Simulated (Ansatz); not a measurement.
Relaxation of FH$_{6}$NOSi$_{2}$ (11 atoms, charge 0, multiplicity 1), to a largest force component of 0.015 eV/Å in at most 40 steps.

Level of theory: RKS B3LYP-D4/def2-mTZVP (Ansatz 0.2.0).

```xyz
11
Properties=species:S:1:pos:R:3
N 0.096 1.631 0.824
Si 0.953 0.331 0.262
F 1.474 -0.327 1.600
Si -0.271 -1.183 -0.977
O -1.870 -1.349 -0.337
H -0.528 1.366 1.586
H 0.732 2.329 1.240
H 2.131 0.889 -0.525
H -0.516 -0.671 -2.318
H 0.297 -2.532 -1.007
H -2.432 -0.541 -0.328
```

Task: Where does it end, and by what steps?

Result: It converged. After 21 steps the energy has fallen by 0.556 eV; F3 moved furthest, 0.87 Å.

| step | energy less start (eV) | largest force component (eV/Å) | accepted |
| --- | --- | --- | --- |
| 0 | 0.0000 | 2.305 | yes |
| 1 | -0.3635 | 1.144 | yes |
| 2 | -0.4828 | 0.334 | yes |
| 3 | -0.5073 | 0.429 | yes |
| 4 | -0.5238 | 0.246 | yes |
| 5 | -0.5391 | 0.155 | yes |
| 6 | -0.5461 | 0.058 | yes |
| 7 | -0.5476 | 0.154 | yes |
| 8 | -0.5500 | 0.070 | yes |
| 9 | -0.5518 | 0.021 | yes |
| 10 | -0.5535 | 0.083 | yes |
| 11 | -0.5539 | 0.101 | yes |
| 12 | -0.5546 | 0.061 | yes |
| 13 | -0.5550 | 0.062 | yes |
| 14 | -0.5555 | 0.037 | yes |
| 15 | -0.5557 | 0.047 | yes |
| 16 | -0.5559 | 0.051 | yes |
| 17 | -0.5560 | 0.040 | yes |
| 18 | -0.5560 | 0.023 | yes |
| 19 | -0.5561 | 0.022 | yes |
| 20 | -0.5561 | 0.018 | yes |
| 21 | -0.5561 | 0.007 | yes |

```xyz
11
Properties=species:S:1:pos:R:3
N 0.003 1.367 1.073
Si 1.067 0.351 0.183
F 2.172 -0.435 1.087
Si -0.328 -1.219 -0.884
O -1.912 -0.858 -0.491
H -0.724 0.967 1.653
H 0.313 2.252 1.451
H 1.859 1.242 -0.695
H -0.101 -1.186 -2.355
H -0.107 -2.602 -0.405
H -2.177 0.064 -0.594
```

Whether the end is a true minimum wasn't checked by a vibrational analysis.

Run time: 94 s on 2 threads of Intel(R) Xeon(R) Platinum 8259CL CPU @ 2.50GHz (Skylake/Cascade Lake), on a shared host, peak memory 0.32 GiB.
